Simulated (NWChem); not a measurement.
# C₄H₁₁BO₂; SMILES CCB(OC)OC

```xyz
18

B      0.3922     0.0008    -0.1019
C     -1.1023    -0.0023    -0.6401
C     -2.1309    -0.0038     0.4978
H     -1.2717    -0.8816    -1.2842
H     -1.2750     0.8759    -1.2848
H     -2.0227     0.8793     1.1476
H     -2.0211    -0.8877     1.1464
H     -3.1650    -0.0045     0.1183
O      1.0888     1.1399     0.1699
C      0.5874     2.4262    -0.0429
H     -0.3963     2.5837     0.4327
H      1.2924     3.1493     0.3936
H      0.4884     2.6595    -1.1178
O      1.0937    -1.1354     0.1694
C      0.5978    -2.4237    -0.0435
H      0.4994    -2.6572    -1.1185
H      1.3059    -3.1440     0.3925
H     -0.3851    -2.5854     0.4323
```
Atoms are numbered in this order, from 1.

Computed with NWChem. Pople sets run with spherical d functions. Coordinates come from a PBE0/def2-SVP optimisation. No frequency run checked for a minimum. Vzz is the largest principal value of the second derivative of the potential at the nucleus (NWChem prints the opposite sign); η is the asymmetry. Non-relativistic.

For level CAM-B3LYP/6-31G*:

```yaml
Vzz B1 (a.u.): 0.319
Vzz O14 (a.u.): 1.502
```

Question: What are these values for level Hartree-Fock/def2-SVP?

Answer: 
| Property | Result |
|---|---|
| Vzz B1 (a.u.) | 0.377 |
| Vzz O14 (a.u.) | 1.591 |
